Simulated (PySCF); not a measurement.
Species: C₄H₇BClO (charge -1).
Structure used (GFN2-xTB), in Å, numbered top down from 1:
```
atom  x, y, z in Å
C1    -2.961    0.091    0.213
O2    -1.660    0.305   -0.144
B3    -0.664   -0.461    0.724
C4     0.770   -0.134    0.166
C5     1.858    0.127   -0.291
C6     3.150    0.441   -0.834
Cl7    4.522   -0.204    0.204
H8    -3.620    0.676   -0.450
H9    -3.257   -0.975    0.131
H10   -3.174    0.395    1.258
H11   -0.873   -1.667    0.643
H12   -0.747   -0.094    1.890
H13    3.320   -0.018   -1.812
H14    3.337    1.517   -0.882
```

Jobs on this species (14 atoms, 62 electrons) with PySCF (density fitting). Hardware of each: one thread, Arm Neoverse N1 (aarch64), on a shared host. Other jobs ran on the host; a repeat could differ by tens of per cent or more. Peak memory is the resident size of the whole Python process, interpreter and libraries included.

```tsv
level and settings	work	basis functions	SCF cycles	wall time	peak memory
BLYP/def2-SVP, IEF-PCM benzene	shieldings	137	?	?	?
PBE/3-21G, IEF-PCM methanol	shieldings	81	17	10 s	0.46 GiB
revPBE/def2-SVPD, IEF-PCM water, fitting basis def2-universal-jkfit, energy threshold 1e-06 Eh	3 singlets by full TDDFT, 5 Tamm–Dancoff triplets, polarisability	206	10	35 s	0.88 GiB
```

**Question.** Fill in the missing figures.

**Answer.** 
- BLYP/def2-SVP, IEF-PCM benzene; shieldings: 17 s, 0.71 GiB, 16 SCF cycles

**Question.** What do all jobs in the table cost together?

**Answer.** About 62 s; the longest takes about 56 % of that, and about 3.5 times as long as the shortest.
